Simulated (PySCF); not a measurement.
# Computed vibrations of Hf(NH2)4

Hf(NH2)4 (singlet). PySCF 2.14.0, RKS PBE0, Hf def2-SVP with ECP60, N def2-SVP, H def2-SVP; non-relativistic Hamiltonian with scalar-relativistic core potentials where named; density fitting; no spin-orbit coupling. Central differences of gradients.

```xyz
13

Hf    0.0000    0.0000    0.0000
N     1.0674    1.2421    1.2421
H     1.4783    0.9738    2.1343
H     1.4783    2.1343    0.9738
N    -1.0674   -1.2421    1.2421
H    -1.4783   -0.9738    2.1343
H    -1.4783   -2.1343    0.9738
N     1.0674   -1.2421   -1.2421
H     1.4783   -2.1343   -0.9738
H     1.4783   -0.9738   -2.1343
N    -1.0674    1.2421   -1.2421
H    -1.4783    2.1343   -0.9738
H    -1.4783    0.9738   -2.1343
```

Run from Python with OMP_NUM_THREADS=2. Where DIIS fails, smearing, a level shift and second-order steps follow.
It took 87 s on 2 threads of Arm Neoverse V1 (shared host).

Q: What are the harmonic wavenumbers and infrared intensities?

A: Modes are labelled in D2d; negative numbers are unstable modes, those under 60 cm⁻¹ near the noise; a finer grid moves soft modes by up to 10 cm⁻¹.
```tsv
cm⁻¹	km/mol	symmetry
-240	–	a2
-88	–	e
-88	–	e
140	0.5	b2
144	0.0	b1
154	0.0	a1
162	3.4	e
162	3.4	e
270	0.0	b1
401	0.0	a2
440	157.8	e
440	157.8	e
463	71.5	e
463	71.5	e
491	0.0	a1
492	344.7	b2
498	0.0	b1
604	172.8	e
604	172.8	e
612	128.7	b2
629	0.0	a1
1507	83.5	b2
1509	35.6	e
1509	35.6	e
1513	0.0	a1
3566	59.7	b2
3566	49.0	e
3566	49.0	e
3569	0.0	a1
3654	0.0	b1
3654	0.0	a2
3654	35.5	e
3654	35.5	e
```

Q: Is this a minimum?

A: No: 3 unstable; the lowest moves the atoms so:
```
Hf   0.00  0.00  0.00
N    0.00  0.00  0.00
H    0.29 -0.11 -0.17
H   -0.29  0.17  0.11
N    0.00  0.00  0.00
H    0.29 -0.11  0.17
H   -0.29  0.17 -0.11
N    0.00  0.00  0.00
H   -0.29 -0.17 -0.11
H    0.29  0.11  0.17
N    0.00  0.00  0.00
H   -0.29 -0.17  0.11
H    0.29  0.11 -0.17
```
